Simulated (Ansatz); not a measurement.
**Nudged elastic band run: CH₇BrGe**

The input (input.yaml):

```yaml
crystal:
  periodic: [false, false, false]
  atoms:
    - { symbol: Ge, position_ang: [-0.349844, -0.97432, -0.655262] }
    - { symbol: Br, position_ang: [1.990466, -1.334617, -0.616897] }
    - { symbol: H, position_ang: [-0.864747, -1.595228, -1.983229] }
    - { symbol: H, position_ang: [-0.934148, -1.732685, 0.567696] }
    - { symbol: C, position_ang: [-0.66178, 0.971185, -0.561716] }
    - { symbol: H, position_ang: [1.635346, 0.141035, 2.136458] }
    - { symbol: H, position_ang: [1.350204, 0.509904, 2.746322] }
    - { symbol: H, position_ang: [-1.748879, 1.176253, -0.631966] }
    - { symbol: H, position_ang: [-0.275756, 1.364947, 0.396817] }
    - { symbol: H, position_ang: [-0.140863, 1.473726, -1.398322] }
basis:
  gaussian: { orbitals: def2-SVP }
hamiltonian:
  xc: blyp
  dispersion: d4
neb:
  order_check: false
  images: 9
  f_tol: 0.03
  max_iterations: 60
  final_atoms:
    - { symbol: Ge, position_ang: [-0.70011065, -0.82696421, 0.26695261] }
    - { symbol: Br, position_ang: [3.28575464, 0.13158152, -0.13987843] }
    - { symbol: H, position_ang: [-0.46863742, -1.87255709, -0.85912163] }
    - { symbol: H, position_ang: [-2.02949961, -1.14916485, 1.00647437] }
    - { symbol: C, position_ang: [-0.69087442, 1.01693217, -0.45327556] }
    - { symbol: H, position_ang: [2.20459029, -0.41878209, 0.65149623] }
    - { symbol: H, position_ang: [0.46450554, -0.99013243, 1.29992629] }
    - { symbol: H, position_ang: [-1.46948745, 1.12380577, -1.23418633] }
    - { symbol: H, position_ang: [-0.89554081, 1.74446316, 0.35693081] }
    - { symbol: H, position_ang: [0.29929889, 1.24101807, -0.89541738] }
  initial_path:
    images:
      - { positions_ang: [[-0.349844, -0.97432, -0.655262], [1.990466, -1.334617, -0.616897], [-0.864747, -1.595228, -1.983229], [-0.934148, -1.732685, 0.567696], [-0.66178, 0.971185, -0.561716], [1.635346, 0.141035, 2.136458], [1.350204, 0.509904, 2.746322], [-1.748879, 1.176253, -0.631966], [-0.275756, 1.364947, 0.396817], [-0.140863, 1.473726, -1.398322]] }
      - { positions_ang: [[-0.33922814, -0.93631172, -0.54516509], [2.08033359, -1.33015446, -0.56847174], [-0.82740328, -1.59306709, -1.86229094], [-0.90542137, -1.70856535, 0.66764058], [-0.67079306, 1.00322807, -0.52885449], [1.63588089, 0.05468617, 1.93806461], [1.22917053, 0.4042512, 2.48091515], [-1.67639296, 1.18535877, -0.75359911], [-0.45383926, 1.40519698, 0.4145468], [-0.07230794, 1.51557744, -1.24288478]] }
      - { positions_ang: [[-0.32861229, -0.89830344, -0.43506817], [2.17020119, -1.32569192, -0.52004648], [-0.79005956, -1.59090619, -1.74135288], [-0.87669473, -1.6844457, 0.76758516], [-0.67980612, 1.03527114, -0.49599297], [1.63641577, -0.03166265, 1.73967123], [1.10813705, 0.29859839, 2.2155083], [-1.60390692, 1.19446454, -0.87523221], [-0.63192251, 1.44544696, 0.43227659], [-0.00375288, 1.55742887, -1.08744756]] }
      - { positions_ang: [[-0.31799643, -0.86029516, -0.32497126], [2.26006878, -1.32122938, -0.47162122], [-0.75271584, -1.58874528, -1.62041483], [-0.8479681, -1.66032604, 0.86752974], [-0.68881918, 1.0673142, -0.46313146], [1.63695066, -0.11801148, 1.54127784], [0.98710358, 0.19294559, 1.95010145], [-1.53142088, 1.20357031, -0.99686532], [-0.81000577, 1.48569694, 0.45000639], [0.06480218, 1.59928031, -0.93201034]] }
      - { positions_ang: [[-0.30738057, -0.82228688, -0.21487435], [2.34993638, -1.31676684, -0.42319597], [-0.71537212, -1.58658437, -1.49947677], [-0.81924146, -1.63620639, 0.96747432], [-0.69783224, 1.09935727, -0.43026994], [1.63748555, -0.20436031, 1.34288446], [0.8660701, 0.08729278, 1.6846946], [-1.45893485, 1.21267608, -1.11849842], [-0.98808903, 1.52594692, 0.46773618], [0.13335725, 1.64113175, -0.77657311]] }
      - { positions_ang: [[-0.29676472, -0.78427861, -0.10477744], [2.43980397, -1.3123043, -0.37477071], [-0.6780284, -1.58442347, -1.37853871], [-0.79051483, -1.61208674, 1.0674189], [-0.70684531, 1.13140034, -0.39740843], [1.63802043, -0.29070914, 1.14449107], [0.74503663, -0.01836002, 1.41928775], [-1.38644881, 1.22178185, -1.24013153], [-1.16617228, 1.5661969, 0.48546598], [0.20191231, 1.68298318, -0.62113589]] }
      - { positions_ang: [[-0.37743391, -0.79281573, -0.03043143], [2.60899411, -1.02352714, -0.32779225], [-0.63615021, -1.64205019, -1.27465529], [-1.03831178, -1.51950236, 1.05523], [-0.70365113, 1.10850671, -0.40858185], [1.7513344, -0.31632373, 1.04589211], [0.68893041, -0.21271451, 1.39541546], [-1.40305653, 1.20218664, -1.23894249], [-1.11204599, 1.60185015, 0.45975894], [0.22138962, 1.59459016, -0.67599219]] }
      - { positions_ang: [[-0.45810309, -0.80135285, 0.04391458], [2.77818424, -0.73474997, -0.2808138], [-0.59427201, -1.69967692, -1.17077188], [-1.28610874, -1.42691798, 1.04304109], [-0.70045695, 1.08561307, -0.41975528], [1.86464838, -0.34193832, 0.94729314], [0.63282419, -0.40706899, 1.37154317], [-1.41966426, 1.18259142, -1.23775345], [-1.05791969, 1.6375034, 0.43405191], [0.24086694, 1.50619714, -0.73084849]] }
      - { positions_ang: [[-0.53877228, -0.80988997, 0.11826059], [2.94737437, -0.44597281, -0.23383534], [-0.55239381, -1.75730364, -1.06688846], [-1.5339057, -1.33433361, 1.03085218], [-0.69726277, 1.06271944, -0.43092871], [1.97796235, -0.36755291, 0.84869417], [0.57671798, -0.60142347, 1.34767088], [-1.43627199, 1.1629962, -1.23656441], [-1.0037934, 1.67315665, 0.40834488], [0.26034426, 1.41780411, -0.78570478]] }
      - { positions_ang: [[-0.61944147, -0.81842709, 0.1926066], [3.11656451, -0.15719564, -0.18685689], [-0.51051562, -1.81493037, -0.96300504], [-1.78170265, -1.24174923, 1.01866328], [-0.69406859, 1.0398258, -0.44210213], [2.09127632, -0.3931675, 0.7500952], [0.52061176, -0.79577795, 1.32379858], [-1.45287972, 1.14340098, -1.23537537], [-0.94966711, 1.70880991, 0.38263784], [0.27982157, 1.32941109, -0.84056108]] }
      - { positions_ang: [[-0.70011065, -0.82696421, 0.26695261], [3.28575464, 0.13158152, -0.13987843], [-0.46863742, -1.87255709, -0.85912163], [-2.02949961, -1.14916485, 1.00647437], [-0.69087442, 1.01693217, -0.45327556], [2.20459029, -0.41878209, 0.65149623], [0.46450554, -0.99013243, 1.29992629], [-1.46948745, 1.12380577, -1.23418633], [-0.89554081, 1.74446316, 0.35693081], [0.29929889, 1.24101807, -0.89541738]] }
```

Run as:

```bash
$ ansatz run input.yaml --threads 2 --pin off --max-ram 3072MiB --backend cpu --events-out ev --progress --plain --runs-dir out
```

Output, in part (warnings, iteration lines, the closing report on the highest movable image, with atoms numbered from 0):

```
NEB end point (image 0): max|allowed force component| = 3.664e-3 eV/Å (the criterion of neb.relax_end_points is 1.000e-2)
NEB end point (image 10): max|allowed force component| = 2.230e-2 eV/Å (the criterion of neb.relax_end_points is 1.000e-2)
NEB iter   1: max|band force component| = 3.737e0 eV/Å  barrier→ = 2.5730 eV  barrier← = 1.9850 eV  Δτ_max = 0.2000 Å  (290 SCF iters)
NEB iter   2: max|band force component| = 9.706e-1 eV/Å  barrier→ = 2.2195 eV  barrier← = 1.6314 eV  Δτ_max = 0.2000 Å  (258 SCF iters)
NEB iter   3: max|band force component| = 6.456e-1 eV/Å  barrier→ = 2.0645 eV  barrier← = 1.4765 eV  Δτ_max = 0.1637 Å  (255 SCF iters)
NEB iter   4: max|band force component| = 7.770e-1 eV/Å  barrier→ = 2.0053 eV  barrier← = 1.4172 eV  CI = image 6  Δτ_max = 0.1268 Å  (249 SCF iters)
NEB iter   5: max|band force component| = 4.351e-1 eV/Å  barrier→ = 2.0785 eV  barrier← = 1.4904 eV  CI = image 6  Δτ_max = 0.0752 Å  (254 SCF iters)
NEB iter   6: max|band force component| = 2.539e-1 eV/Å  barrier→ = 2.0730 eV  barrier← = 1.4849 eV  CI = image 6  Δτ_max = 0.1326 Å  (254 SCF iters)
NEB iter   7: max|band force component| = 2.423e-1 eV/Å  barrier→ = 2.0599 eV  barrier← = 1.4719 eV  CI = image 6  Δτ_max = 0.1469 Å  (253 SCF iters)
NEB iter   8: max|band force component| = 3.185e-1 eV/Å  barrier→ = 2.0517 eV  barrier← = 1.4637 eV  CI = image 6  Δτ_max = 0.0736 Å  (250 SCF iters)
NEB iter   9: max|band force component| = 2.724e-1 eV/Å  barrier→ = 2.0494 eV  barrier← = 1.4613 eV  CI = image 6  Δτ_max = 0.0595 Å  (252 SCF iters)
NEB iter  10: max|band force component| = 1.323e-1 eV/Å  barrier→ = 2.0478 eV  barrier← = 1.4597 eV  CI = image 6  Δτ_max = 0.0434 Å  (251 SCF iters)
NEB iter  11: max|band force component| = 1.006e-1 eV/Å  barrier→ = 2.0471 eV  barrier← = 1.4590 eV  CI = image 6  Δτ_max = 0.0269 Å  (259 SCF iters)
NEB iter  12: max|band force component| = 5.654e-2 eV/Å  barrier→ = 2.0467 eV  barrier← = 1.4586 eV  CI = image 6  Δτ_max = 0.0321 Å  (255 SCF iters)
NEB iter  13: max|band force component| = 2.436e-2 eV/Å  barrier→ = 2.0464 eV  barrier← = 1.4583 eV  CI = image 6  Δτ_max = 0.0142 Å  (468 SCF iters)
NEB iter  14: max|band force component| = 4.676e-2 eV/Å  barrier→ = 2.0461 eV  barrier← = 1.4581 eV  CI = image 6  Δτ_max = 0.0310 Å  (30 SCF iters)
NEB iter  15: max|band force component| = 2.866e-2 eV/Å  barrier→ = 2.0459 eV  barrier← = 1.4578 eV  CI = image 6  Δτ_max = 0.0261 Å  (232 SCF iters)
NEB iter  16: max|band force component| = 9.631e-2 eV/Å  barrier→ = 2.0455 eV  barrier← = 1.4574 eV  CI = image 6  Δτ_max = 0.0729 Å  (30 SCF iters)
NEB iter  17: max|band force component| = 4.433e-2 eV/Å  barrier→ = 2.0450 eV  barrier← = 1.4569 eV  CI = image 6  Δτ_max = 0.0804 Å  (249 SCF iters)
NEB iter  18: max|band force component| = 4.443e-2 eV/Å  barrier→ = 2.0443 eV  barrier← = 1.4562 eV  CI = image 6  Δτ_max = 0.0403 Å  (248 SCF iters)
NEB iter  19: max|band force component| = 5.112e-2 eV/Å  barrier→ = 2.0435 eV  barrier← = 1.4554 eV  CI = image 6  Δτ_max = 0.0202 Å  (252 SCF iters)
NEB iter  20: max|band force component| = 4.683e-2 eV/Å  barrier→ = 2.0430 eV  barrier← = 1.4550 eV  CI = image 6  Δτ_max = 0.0202 Å  (258 SCF iters)
NEB iter  21: max|band force component| = 3.257e-2 eV/Å  barrier→ = 2.0425 eV  barrier← = 1.4545 eV  CI = image 6  Δτ_max = 0.0202 Å  (259 SCF iters)
NEB iter  22: max|band force component| = 3.058e-2 eV/Å  barrier→ = 2.0420 eV  barrier← = 1.4540 eV  CI = image 6  Δτ_max = 0.0202 Å  (258 SCF iters)
NEB iter  23: max|band force component| = 3.083e-2 eV/Å  barrier→ = 2.0415 eV  barrier← = 1.4534 eV  CI = image 6  Δτ_max = 0.0202 Å  (245 SCF iters)
NEB iter  24: max|band force component| = 3.083e-2 eV/Å  barrier→ = 2.0409 eV  barrier← = 1.4529 eV  CI = image 6  Δτ_max = 0.0202 Å  (251 SCF iters)
NEB iter  25: max|band force component| = 3.319e-2 eV/Å  barrier→ = 2.0403 eV  barrier← = 1.4523 eV  CI = image 6  Δτ_max = 0.0202 Å  (251 SCF iters)
NEB iter  26: max|band force component| = 3.426e-2 eV/Å  barrier→ = 2.0397 eV  barrier← = 1.4517 eV  CI = image 6  Δτ_max = 0.0202 Å  (250 SCF iters)
NEB iter  27: max|band force component| = 3.356e-2 eV/Å  barrier→ = 2.0391 eV  barrier← = 1.4510 eV  CI = image 6  Δτ_max = 0.0404 Å  (254 SCF iters)
NEB iter  28: max|band force component| = 3.589e-2 eV/Å  barrier→ = 2.0377 eV  barrier← = 1.4497 eV  CI = image 6  Δτ_max = 0.0265 Å  (250 SCF iters)
NEB iter  29: max|band force component| = 3.183e-2 eV/Å  barrier→ = 2.0371 eV  barrier← = 1.4491 eV  CI = image 6  Δτ_max = 0.0219 Å  (235 SCF iters)
NEB iter  30: max|band force component| = 3.983e-2 eV/Å  barrier→ = 2.0364 eV  barrier← = 1.4484 eV  CI = image 6  Δτ_max = 0.0110 Å  (236 SCF iters)
NEB iter  31: max|band force component| = 4.407e-2 eV/Å  barrier→ = 2.0360 eV  barrier← = 1.4480 eV  CI = image 6  Δτ_max = 0.0055 Å  (242 SCF iters)
NEB iter  32: max|band force component| = 4.282e-2 eV/Å  barrier→ = 2.0358 eV  barrier← = 1.4478 eV  CI = image 6  Δτ_max = 0.0027 Å  (191 SCF iters)
NEB iter  33: max|band force component| = 3.677e-2 eV/Å  barrier→ = 2.0357 eV  barrier← = 1.4476 eV  CI = image 6  Δτ_max = 0.0027 Å  (195 SCF iters)
NEB iter  34: max|band force component| = 3.224e-2 eV/Å  barrier→ = 2.0356 eV  barrier← = 1.4475 eV  CI = image 6  Δτ_max = 0.0027 Å  (192 SCF iters)
NEB iter  35: max|band force component| = 3.198e-2 eV/Å  barrier→ = 2.0355 eV  barrier← = 1.4474 eV  CI = image 6  Δτ_max = 0.0055 Å  (192 SCF iters)
NEB iter  36: max|band force component| = 3.137e-2 eV/Å  barrier→ = 2.0353 eV  barrier← = 1.4472 eV  CI = image 6  Δτ_max = 0.0110 Å  (193 SCF iters)
NEB iter  37: max|band force component| = 3.024e-2 eV/Å  barrier→ = 2.0348 eV  barrier← = 1.4468 eV  CI = image 6  Δτ_max = 0.0219 Å  (252 SCF iters)
NEB iter  38: max|band force component| = 2.866e-2 eV/Å  barrier→ = 2.0339 eV  barrier← = 1.4459 eV  CI = image 6  Δτ_max = 0.0000 Å  (499 SCF iters)
Total energy: -127699.02241199 eV, -4692.8525161345 hartree
Atom 0 at    -0.317502    -0.749771    -0.025697 Å, force     0.002785     0.008992    -0.003862 eV/Å
Atom 1 at     2.554428    -0.373339    -0.410766 Å, force     0.005351     0.007303    -0.004072 eV/Å
Atom 2 at    -0.128125    -1.815703    -1.131783 Å, force     0.008104    -0.001005     0.009143 eV/Å
Atom 3 at    -1.408326    -1.295606     0.960478 Å, force    -0.008450     0.002240     0.000346 eV/Å
Atom 4 at    -0.651963     1.129929    -0.484316 Å, force    -0.016023    -0.028919    -0.016679 eV/Å
Atom 5 at     1.425805    -0.593473     1.118989 Å, force    -0.003226     0.000860     0.004062 eV/Å
Atom 6 at     0.689296    -0.724263     1.656715 Å, force    -0.004513    -0.011850    -0.003100 eV/Å
Atom 7 at    -1.701888     1.218777    -0.831854 Å, force    -0.003733     0.007605     0.014841 eV/Å
Atom 8 at    -0.515112     1.754295     0.418155 Å, force     0.015892     0.007825    -0.006373 eV/Å
Atom 9 at     0.053385     1.449353    -1.270019 Å, force     0.003813     0.006949     0.005693 eV/Å
Dipole moment:    -0.875931     0.094189     0.101084 e Å
```

It converged. The band force fell under the threshold earlier too, but the program's further tests of the path sent the band on. A vibrational analysis at the climbing image gives one clearly imaginary mode, 1021i cm⁻¹, and a faint second one (27i cm⁻¹) that may be numerical noise or a soft torsion: probably a first-order saddle point. The orbitals stay closed-shell, which can raise the energy where a bond breaks towards radicals; this wasn't checked here.

Final band (atoms are numbered from 1 in the order of the input):

```tsv
image	path coordinate (Å)	energy (kcal/mol)	Ge1–Br2 (Å)	H6–H7 (Å)	Ge1–H7 (Å)
0	0.00	0.0	2.37	0.77	4.08
1	0.61	0.0	2.37	0.77	3.86
2	1.22	0.4	2.37	0.77	3.59
3	1.83	2.8	2.38	0.77	3.12
4	2.44	11.7	2.42	0.77	2.70
5	3.05	29.9	2.60	0.78	2.30
6	3.66	46.9	2.92	0.92	1.96
7	4.20	29.3	3.16	1.27	1.66
8	4.75	16.3	3.58	1.59	1.57
9	5.29	13.9	3.94	1.86	1.57
10	5.83	13.6	4.12	1.94	1.57
```

Time of the run: 12 min on 2 threads of Arm Neoverse V1, with other jobs on the host, peak memory 0.17 GiB.
